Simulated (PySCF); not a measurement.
CCl₃, SMILES Cl[C+](Cl)Cl, charge +1.

Geometry: r2SCAN-D4/def2-SVP.

Two levels are set side by side: PBE/def2-TZVPD (PySCF) and B3LYP/def2-TZVPD (PySCF). Same geometry, gas phase. Differences are taken from unrounded values.

```json
[
 {"quantity": "orbital gap (eV)", "PBE": "3.17"},
 {"quantity": "highest occupied level (eV)", "PBE": "-13.99"},
 {"quantity": "lowest empty level (eV)", "PBE": "-10.82"},
 {"quantity": "mean polarisability (bohr³)", "PBE": "51.8"}
]
```

### Question
These are the PBE values. What does B3LYP give? (Estimate from the structure and the level; the computed values follow.)

### Answer

```tsv
quantity	B3LYP	PBE minus B3LYP
orbital gap (eV)	4.96	-1.80
highest occupied level (eV)	-15.17	1.18
lowest empty level (eV)	-10.20	-0.62
mean polarisability (bohr³)	51.0	0.8
```

Without exact exchange PBE keeps part of each electron's self-repulsion, which lifts occupied levels and narrows the gap. Differences between two approximate levels are no errors against the true value.

Rough cost on one machine, each run with all the roots and properties that it gave: B3LYP against PBE within a factor of 2.
